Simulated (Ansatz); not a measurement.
Geometry optimisation, Ansatz, RKS LDA/def2-SVP.

Input:

```yaml
crystal:
  periodic: [false, false, false]
  atoms:
    - { symbol: Hf, position_ang: [0.212498, -0.817727, -0.668974] }
    - { symbol: Cl, position_ang: [0.132825, 0.828024, 2.674568] }
    - { symbol: "N", position_ang: [1.99785, 0.041411, -0.977581] }
    - { symbol: H, position_ang: [2.729533, -0.354768, -1.584859] }
    - { symbol: H, position_ang: [2.290327, 0.978993, -0.672396] }
    - { symbol: O, position_ang: [-1.028942, 0.510789, -0.07822] }
    - { symbol: H, position_ang: [-1.086669, 0.935969, 0.810396] }
    - { symbol: Cl, position_ang: [-0.516013, -1.943944, -2.613858] }
    - { symbol: "N", position_ang: [0.575502, -2.218761, 0.933182] }
    - { symbol: H, position_ang: [-0.115933, -2.905408, 1.265648] }
    - { symbol: H, position_ang: [1.507651, -2.501127, 1.264136] }
    - { symbol: H, position_ang: [0.290571, -0.45335, 2.276858] }
basis:
  gaussian: { orbitals: def2-SVP }
hamiltonian:
  xc: lda
relax:
  f_tol: 0.03
  max_steps: 50
```

Launched with:

```bash
$ ansatz run input.yaml --threads 4 --pin off --max-ram 5120MiB --backend cpu --events-out ev --progress --plain --runs-dir out
```

Task: Where does it end, and by what steps?

Result: The run converged. After 34 steps the energy has fallen by 1.826 eV; H12 moved furthest, 1.83 Å. Parted: Cl2–H12 (1.35 → 2.63 Å). Joined: Hf1–Cl2 (3.73 → 2.42 Å), N9–H12 (2.24 → 1.03 Å).

```
step  energy less start (eV)  largest force component (eV/Å)  accepted
   0                  0.0000                           1.469       yes
   2                 -0.3731                           0.817       yes
   4                 -0.5329                           0.682       yes
   6                 -0.6458                           0.242       yes
   8                 -0.6778                           0.341       yes
  10                 -0.8133                           0.498       yes
  12                 -1.0971                           0.464       yes
  14                 -1.4365                           0.513       yes
  16                 -1.6408                           0.635       yes
  18                 -1.7347                           0.399       yes
  20                 -1.7933                           0.546       yes
  22                 -1.8090                           0.207       yes
  24                 -1.8157                           0.152       yes
  26                 -1.8103                           0.636        no
  28                 -1.8222                           0.035       yes
  30                 -1.8164                           0.446        no
  32                 -1.8253                           0.033       yes
  34                 -1.8258                           0.026       yes
```

```xyz
12
Properties=species:S:1:pos:R:3
Hf 0.265 -0.285 0.045
Cl 0.781 0.544 2.256
N 1.998 0.311 -0.786
H 2.276 0.116 -1.756
H 2.617 1.026 -0.382
O -1.262 0.812 -0.313
H -1.847 1.509 -0.644
Cl -0.168 -2.033 -1.562
N 0.549 -2.248 1.298
H -0.337 -2.613 1.685
H 0.939 -2.990 0.693
H 1.177 -2.049 2.095
```

The run took 28 s on 4 threads of Intel(R) Xeon(R) 6975P-C (Granite Rapids) (shared host), peak memory 0.24 GiB.
